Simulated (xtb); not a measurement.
C4H8O2, charge +1, doublet, at a GFN2-xTB geometry (a state made from the parent by changing its charge; the spin is typed, not shown lowest), atoms displaced at random by about 0.1 Å a coordinate; GFN2-xTB (xtb).

Input for xtb:
```
$ xtb mol.xyz --gfn 2 --chrg 1 --uhf 1 --opt loose --json

# file mol.xyz
14

C      1.30794149     0.63260213    -0.06420152
C      0.87731315    -0.89223840     0.55735985
O     -0.09513379    -1.49723484    -0.04250496
C     -1.06626319    -0.60466073    -0.64961714
C     -1.12381298     0.85468463     0.22551196
O      0.33456308     1.39051493     0.12434368
H      1.92452320     1.04242648     0.51183372
H      1.51033365     0.58587712    -1.00006407
H      1.86516509    -1.55083082     0.37092571
H      0.70063715    -0.84632703     1.57993542
H     -0.97036059    -0.31949725    -1.85669798
H     -2.14219214    -0.99784109    -0.71358165
H     -1.94012713     1.63131617    -0.48637994
H     -1.21004025     0.44713050     1.11146255
```

The log (banner, timings and long lists left out):

```
   ID    Z sym.   atoms
    1    6 C      1, 2, 4, 5
    2    8 O      3, 6
    3    1 H      7-14

           -------------------------------------------------
          |                Calculation Setup                |
           -------------------------------------------------

           -------------------------------------------------
          |                 G F N 2 - x T B                 |
           -------------------------------------------------

          ...................................................
          :                      SETUP                      :
          :.................................................:
          :  # basis functions                  32          :
          :  # atomic orbitals                  32          :
          :  # shells                           20          :
          :  # electrons                        35          :
          :  max. iterations                   250          :
          :  Hamiltonian                  GFN2-xTB          :
          :  restarted?                      false          :
          :  GBSA solvation                  false          :
          :  PC potential                    false          :
          :  electronic temp.          300.0000000     K    :
          :  accuracy                    1.0000000          :
          :  -> integral cutoff          0.2500000E+02      :
          :  -> integral neglect         0.1000000E-07      :
          :  -> SCF convergence          0.1000000E-05 Eh   :
          :  -> wf. convergence          0.1000000E-03 e    :
          :  Broyden damping             0.4000000          :
          :  net charge                          1          :
          :  unpaired electrons                  1          :
          ...................................................

 iter      E             dE          RMSdq      gap      omega  full diag
   1    -20.3297186 -0.203297E+02  0.400E+00    7.09       0.0  T
   2    -20.3328707 -0.315218E-02  0.253E+00    7.01       1.0  T
   3    -20.2791002  0.537705E-01  0.191E+00    7.08       1.0  T
   4    -20.3397915 -0.606912E-01  0.329E-01    7.16       1.0  T
   5    -20.3401264 -0.334894E-03  0.157E-01    7.16       1.0  T
   6    -20.3401734 -0.470340E-04  0.930E-02    7.14       1.0  T
   7    -20.3402324 -0.589553E-04  0.511E-02    7.16       1.0  T
   8    -20.3402661 -0.337716E-04  0.838E-03    7.15       3.2  T
   9    -20.3402664 -0.325532E-06  0.536E-03    7.15       5.0  T
  10    -20.3402667 -0.220930E-06  0.184E-03    7.15      14.6  T
  11    -20.3402667 -0.447822E-08  0.625E-04    7.15      42.8  T
  12    -20.3402667 -0.225579E-08  0.297E-04    7.15      89.9  T

   *** convergence criteria satisfied after 12 iterations ***

         :::::::::::::::::::::::::::::::::::::::::::::::::::::
         ::                     SUMMARY                     ::
         :::::::::::::::::::::::::::::::::::::::::::::::::::::
         :: total energy             -20.092554907070 Eh    ::
         :: gradient norm              0.451675675535 Eh/a0 ::
         :: HOMO-LUMO gap              7.150419772690 eV    ::
         ::.................................................::
         :: SCC energy               -20.340256621854 Eh    ::
         :: -> isotropic ES            0.111252468039 Eh    ::
         :: -> anisotropic ES         -0.002601298849 Eh    ::
         :: -> anisotropic XC          0.004747183701 Eh    ::
         :: -> dispersion             -0.006642393347 Eh    ::
         :: repulsion energy           0.247701714784 Eh    ::
         :: add. restraining           0.000000000000 Eh    ::
         :: total charge               1.000000000000 e     ::
         :::::::::::::::::::::::::::::::::::::::::::::::::::::

      -----------------------------------------------------------
     |                   =====================                   |
     |                        A N C O P T                        |
     |                   =====================                   |
     |               Approximate Normal Coordinate               |
     |                Rational Function Optimizer                |
      -----------------------------------------------------------
      -----------------------------------------------------------
     |                   =====================                   |
     |                        A N C O P T                        |
     |                   =====================                   |
     |               Approximate Normal Coordinate               |
     |                Rational Function Optimizer                |
      -----------------------------------------------------------

          ...................................................
          :                      SETUP                      :
          :.................................................:
          :   optimization level             loose          :
          :   max. optcycles                   200          :
          :   ANC micro-cycles                  20          :
          :   degrees of freedom                36          :
          :.................................................:
          :   RF solver                   davidson          :
          :   write xtbopt.log                true          :
          :   linear?                        false          :
          :   energy convergence         0.5000000E-04 Eh   :
          :   grad. convergence          0.4000000E-02 Eh/α :
          :   maxmium RF displ.          1.0000000          :
          :   Hlow (freq-cutoff)         0.1000000E-01      :
          :   Hmax (freq-cutoff)         5.0000000          :
          :   S6 in model hess.         20.0000000          :
          ...................................................

generating ANC from exact Hessian ...
Using Lindh-Hessian (1995)
 Shifting diagonal of input Hessian by    3.7647341373084680E-003
 Lowest  eigenvalues of input Hessian
[...]
 * total energy  :   -20.0925549 Eh     change       -0.2937313E-09 Eh
 * total energy  :   -20.2199993 Eh     change       -0.1274444E+00 Eh
 * total energy  :   -20.2592843 Eh     change       -0.3928500E-01 Eh
 * total energy  :   -20.2606259 Eh     change       -0.1341656E-02 Eh
 * total energy  :   -20.2626799 Eh     change       -0.2053944E-02 Eh
 * total energy  :   -20.2630249 Eh     change       -0.3450795E-03 Eh
 * total energy  :   -20.2636169 Eh     change       -0.5919332E-03 Eh
 * total energy  :   -20.2637223 Eh     change       -0.1054385E-03 Eh
 * total energy  :   -20.2638133 Eh     change       -0.9096608E-04 Eh
 * total energy  :   -20.2638585 Eh     change       -0.4520359E-04 Eh
   *** GEOMETRY OPTIMIZATION CONVERGED AFTER 10 ITERATIONS ***
         :: total energy             -20.263858482833 Eh    ::
[...]
         :: repulsion energy           0.183729994852 Eh    ::
         :: add. restraining           0.000000000000 Eh    ::
         :: total charge               1.000000000000 e     ::
         :::::::::::::::::::::::::::::::::::::::::::::::::::::

           -------------------------------------------------
          |                Property Printout                |
           -------------------------------------------------

    * Orbital Energies and Occupations

         #    Occupation            Energy/Eh            Energy/eV
      -------------------------------------------------------------
         1        2.0000           -0.9442703             -25.6949
       ...           ...                  ...                  ...
         6        2.0000           -0.8016976             -21.8153
         7        2.0000           -0.7998837             -21.7659
         8        2.0000           -0.7847415             -21.3539
         9        2.0000           -0.7746322             -21.0788
        10        2.0000           -0.7565990             -20.5881
        11        2.0000           -0.7481723             -20.3588
        12        2.0000           -0.7141477             -19.4329
        13        2.0000           -0.7050064             -19.1842
        14        2.0000           -0.7009212             -19.0730
        15        2.0000           -0.6847967             -18.6343
        16        2.0000           -0.6466238             -17.5955
        17        2.0000           -0.6277016             -17.0806
        18        1.0000           -0.5977702             -16.2662 (HOMO)
        19                         -0.1953109              -5.3147 (LUMO)
        20                         -0.1569334              -4.2704
        21                         -0.1553768              -4.2280
        22                         -0.1161142              -3.1596
        23                         -0.1077825              -2.9329
        24                         -0.0891434              -2.4257
        25                         -0.0827153              -2.2508
        26                         -0.0611398              -1.6637
        27                         -0.0071939              -0.1958
        28                         -0.0033978              -0.0925
        29                          0.0002879               0.0078
       ...                                ...                  ...
        32                          0.0785269               2.1368
      -------------------------------------------------------------
                  HL-Gap            0.4024592 Eh           10.9515 eV
             Fermi-level           -0.5046382 Eh          -13.7319 eV

     #   Z          covCN         q      C6AA      α(0)
     1   6 C        3.701     0.050    19.879     6.376
     2   6 C        3.702     0.051    19.867     6.373
     3   8 O        1.704    -0.168    16.839     5.540
     4   6 C        3.702     0.051    19.871     6.374
     5   6 C        3.701     0.052    19.861     6.373
     6   8 O        1.704    -0.168    16.837     5.540
     7   1 H        0.924     0.134     1.503     1.917
     8   1 H        0.922     0.149     1.396     1.848
     9   1 H        0.924     0.134     1.501     1.916
    10   1 H        0.922     0.148     1.406     1.854
    11   1 H        0.922     0.149     1.396     1.847
    12   1 H        0.924     0.134     1.505     1.919
    13   1 H        0.924     0.134     1.502     1.917
    14   1 H        0.922     0.148     1.406     1.854

 Mol. C6AA /au·bohr⁶  :       1266.792128
 Mol. C8AA /au·bohr⁸  :      27537.124897
 Mol. α(0) /au        :         51.648198

Wiberg/Mayer (AO) data.
largest (>0.10) Wiberg bond orders for each atom

 ---------------------------------------------------------------------------
     #   Z sym  total        # sym  WBO       # sym  WBO       # sym  WBO
 ---------------------------------------------------------------------------
     1   6 C    3.932 --     6 O    1.035     2 C    0.980     7 H    0.938
                             8 H    0.866
     2   6 C    3.932 --     3 O    1.035     1 C    0.980     9 H    0.940
                            10 H    0.865
     3   8 O    2.351 --     4 C    1.037     2 C    1.035
     4   6 C    3.933 --     3 O    1.037     5 C    0.979    12 H    0.938
                            11 H    0.865
     5   6 C    3.933 --     6 O    1.038     4 C    0.979    13 H    0.940
                            14 H    0.864
     6   8 O    2.351 --     5 C    1.038     1 C    1.035
     7   1 H    0.982 --     1 C    0.938
     8   1 H    0.972 --     1 C    0.866
     9   1 H    0.982 --     2 C    0.940
    10   1 H    0.973 --     2 C    0.865
    11   1 H    0.972 --     4 C    0.865
    12   1 H    0.982 --     4 C    0.938
    13   1 H    0.982 --     5 C    0.940
    14   1 H    0.972 --     5 C    0.864
 ---------------------------------------------------------------------------

Topologies differ in total number of bonds
Writing topology from bond orders to xtbtopo.mol

molecular dipole:
                 x           y           z       tot (Debye)
 q only:       -0.008      -0.017      -0.034
   full:       -0.011      -0.018      -0.031       0.095
molecular quadrupole (traceless):
                xx          xy          yy          xz          yz          zz
 q only:        7.890      -1.619      -5.993       2.493      -0.667      -1.897
  q+dip:        6.986      -1.634      -8.017       1.453      -1.057       1.031
   full:        7.587      -1.711      -7.898       1.804      -1.002       0.310

optimized geometry written to: xtbopt.xyz

           -------------------------------------------------
          | TOTAL ENERGY              -20.263858482833 Eh   |
          | GRADIENT NORM               0.002770944660 Eh/α |
          | HOMO-LUMO GAP              10.951473215951 eV   |
           -------------------------------------------------

normal termination of xtb
```
